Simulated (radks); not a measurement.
The numbers below are computed, except where a source is named.
Numerical settings for the oxygen ion O3+, [He] 2s2 2p1. Level of theory: scalar-relativistic Kohn-Sham, PBEsol, spin-polarised, spherical densities, point nucleus; open shells are filled with parallel spins first (a radial shooting solver on a logarithmic mesh with Libxc functionals). The defaults (mesh step 0.008 in ln r, mesh end at 40 bohr or more with all orbitals vanishing there, Anderson mixing 0.5 over 9 steps, residual threshold near 1e-9 with the energy settled to 1e-9 hartree or 1e-11 of itself, here a cap of 58 iterations) give E = -70.9722 hartree and 2p at -66.111 eV in 13 iterations. Run on one thread of a shared host, so times are rough (Intel(R) Xeon(R) Platinum 8488C): 0.07 s of CPU time, 0.07 s wall, 13 iterations on 2476 mesh points. Changes against that run (0 stands for a change within the tolerance of the run):

setting,iterations,converged,E (mhartree),e(2p) (meV),CPU (s)
mesh step in ln r 0.05,13,yes,-0.000216,0,0.02
mesh step in ln r 0.08,4,no,diverged,-,0.01
mesh step in ln r 0.02,13,yes,0,0,0.03
mesh end (bohr) 20,13,yes,0,0,0.07
mesh end (bohr) 400,13,yes,0,0,0.08
residual threshold 0.1,8,yes,0,-0.151,0.05
residual threshold 1e-05,8,yes,0,-0.151,0.05
mixing 1,9,yes,0,0,0.05
"linear mixing, mixing 0.5",30,yes,0,0,0.14
"linear mixing, mixing 0.05",58,no,+0.196,-1.11e+03,0.3
mixing history 3,14,yes,0,0,0.08
iteration cap 3,3,no,+0.0459,-207,0.02

No run marked as converged misses the energy by more than 1 mhartree. A mesh that ends early acts as a hard wall.
